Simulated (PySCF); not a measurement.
NP, charge -1, doublet, geometry from GFN2-xTB (a state made from the parent by changing its charge; the spin is typed, not shown lowest) (in this run its highest filled SCF level lies above zero, so its values depend strongly on the basis, on diffuse functions most of all); MP2/def2-SV(P) (PySCF).

Input for PySCF:
```python
from pyscf import gto, scf, mp

mol = gto.M(
    atom='''
N    -0.000000   -0.000000   -1.033215
P     0.000000    0.000000    0.482167
''',
    basis='def2-sv(p)',
    charge=-1,
    spin=1,
    verbose=3,
)

mf = scf.UHF(mol)
mf.kernel()

pt = mp.MP2(mf)
pt.kernel()
print('E(MP2) = %.10f' % pt.e_tot)
mf.analyze()
```

Q: Predict the main parts of the log of this PySCF run.

A: 
```
converged SCF energy = -394.951829684673  <S^2> = 0.78080879  2S+1 = 2.0305751
E(UMP2) = -395.22766870584  E_corr = -0.275839021167178
E(SCS-UMP2) = -395.217768458266  E_corr = -0.265938773593124
E(MP2) = -395.2276687058
**** MO energy ****
                             alpha | beta                alpha | beta
MO #1   energy= -79.6230810992914  | -79.6197508321551  occ= 1 | 1
MO #2   energy= -15.2858678492472  | -15.2683296400563  occ= 1 | 1
MO #3   energy= -7.19791552910493  | -7.19405631033805  occ= 1 | 1
MO #4   energy= -5.09893107770021  | -5.09448822056716  occ= 1 | 1
MO #5   energy= -5.09677516493728  | -5.09191191561056  occ= 1 | 1
MO #6   energy= -5.09518285904173  | -5.08525685658313  occ= 1 | 1
MO #7   energy= -0.824196655706364 | -0.784766194494866 occ= 1 | 1
MO #8   energy= -0.388566890607186 | -0.325671668328863 occ= 1 | 1
MO #9   energy= -0.239687683600261 | -0.162377759407657 occ= 1 | 1
MO #10  energy= -0.191116093020362 | -0.136522820832587 occ= 1 | 1
MO #11  energy= -0.130666778196189 | -0.0917327170205327 occ= 1 | 1
MO #12  energy= 0.00441926949499472 | 0.35622287932973   occ= 1 | 0
MO #13  energy= 0.349261941746164  | 0.400670002984174  occ= 0 | 0
MO #14  energy= 0.483864038914016  | 0.499165336059859  occ= 0 | 0
MO #15  energy= 0.663360869618585  | 0.681736456500039  occ= 0 | 0
MO #16  energy= 1.00671608649542   | 1.02072615222984   occ= 0 | 0
MO #17  energy= 1.00843981056851   | 1.03907845696274   occ= 0 | 0
MO #18  energy= 1.04563856732989   | 1.0898897567713    occ= 0 | 0
MO #19  energy= 1.04570239656002   | 1.09039851430669   occ= 0 | 0
MO #20  energy= 1.10473802515309   | 1.11186091392487   occ= 0 | 0

To work with the spin densities directly, `use mulliken_meta_spin()` only printing them here.

 ** Mulliken spin pop alpha/beta on meta-lowdin orthogonal AOs **
 ** Mulliken Spin Density (per atom)  **
spin density of  0 N =      0.42926
spin density of  1 P =      0.57074
 ** Mulliken pop alpha/beta on meta-lowdin orthogonal AOs **
 ** Mulliken atomic charges   ( Nelec_alpha | Nelec_beta ) **
charge of  0N =     -0.71530  (     4.07228      3.64302 )
charge of  1P =     -0.28470  (     7.92772      7.35698 )

WARN: System has nonzero charge -1; the dipole moment is origin-dependent.
Location of origin: [0. 0. 0.]

Dipole moment(X, Y, Z, Debye):  0.00000, -0.00000,  1.82256
```
